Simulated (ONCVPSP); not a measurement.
**Reading a pseudo-wave (C (Z = 6))**

Columns: radius, all-electron u(r) and pseudo u(r) of the 2s shell (level -40.17 eV) of carbon in the configuration [He] 2s2; LDA (Perdew-Wang 92), scalar-relativistic, ONCV scheme, ONCVPSP 4.0.1.

| r (bohr) | all-electron | pseudo |
| --- | --- | --- |
| 0.042 | -0.2354 | 0.0297 |
| 0.085 | -0.3615 | 0.0599 |
| 0.128 | -0.4057 | 0.0901 |
| 0.170 | -0.3941 | 0.1198 |
| 0.212 | -0.3456 | 0.1504 |
| 0.255 | -0.2707 | 0.1835 |
| 0.298 | -0.1801 | 0.2190 |
| 0.340 | -0.0835 | 0.2561 |
| 0.382 | 0.0164 | 0.2956 |
| 0.425 | 0.1181 | 0.3381 |
| 0.467 | 0.2145 | 0.3814 |
| 0.510 | 0.3082 | 0.4274 |
| 0.552 | 0.3936 | 0.4738 |
| 0.595 | 0.4742 | 0.5230 |
| 0.638 | 0.5472 | 0.5735 |
| 0.680 | 0.6112 | 0.6233 |
| 0.722 | 0.6679 | 0.6722 |
| 0.765 | 0.7185 | 0.7194 |
| 0.807 | 0.7609 | 0.7610 |
| 0.850 | 0.7976 | 0.7976 |
| 0.892 | 0.8271 | 0.8271 |
| 0.935 | 0.8512 | 0.8512 |
| 0.977 | 0.8692 | 0.8692 |
| 1.020 | 0.8824 | 0.8824 |
| 1.062 | 0.8907 | 0.8907 |
| 1.105 | 0.8948 | 0.8947 |

Task: How many radial nodes do the two functions have?

Result: The all-electron 2s function has n − l − 1 = 1; the pseudo-wave has 0, since the states of the same l below it are removed with the core.

Task: At about which radius was the pseudo-wave matched?

Result: 0.85 bohr, where the columns begin to agree (steps of 0.04 bohr).

Task: Is the pseudo-wave norm-conserving?

Result: Yes: the ONCV scheme keeps the norm inside the radius equal to the all-electron one, which fixes the energy derivative of the logarithmic derivative at the level.
